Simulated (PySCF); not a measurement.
# Finite-field polarisability of Cl (chlorine, neutral)

[Ne] 3s2 3p5, 2P determinant. Computed with PySCF 2.14 in aug-cc-pCVTZ-DK with one added diffuse shell each of s, p, d, f type (9s8p6d4f, 91 functions), with scalar relativity by spin-free X2C-1e. Frozen: [Ne]. Energy changes in a uniform field (μhartree):

| axis | F (au) | HF | MP2 | CCSD | CCSD(T) |
| --- | --- | --- | --- | --- | --- |
| x | 0.0039 | -100.064 | -103.064 | -102.490 | -103.206 |
| x | 0.0078 | -400.383 | -412.416 | -410.121 | -412.990 |
| y | 0.0037 | -101.266 | -105.240 | -104.525 | -105.501 |
| y | 0.0074 | -405.300 | -421.254 | -418.382 | -422.301 |

By symmetry the remaining axis equals y.

Task: Derive α along x at CCSD(T) from the two fields.

Result: With ΔE = −αF²/2 − γF⁴/24, α = −(16 ΔE(F) − ΔE(2F))/(6F²) = 13.57 bohr³.

Task: And the mean polarisability at each level?

Result: The components xx, yy, zz at CCSD(T) are 13.57, 15.41, 15.41, the third axis being equal by symmetry to one of the two computed. Means: HF 14.25, MP2 14.76, CCSD 14.67, CCSD(T) 14.80 bohr³. Reference: 14.6 ± 0.1 bohr³ (recommended; Schwerdtfeger and Nagle, table of static dipole polarizabilities (2023 update)).
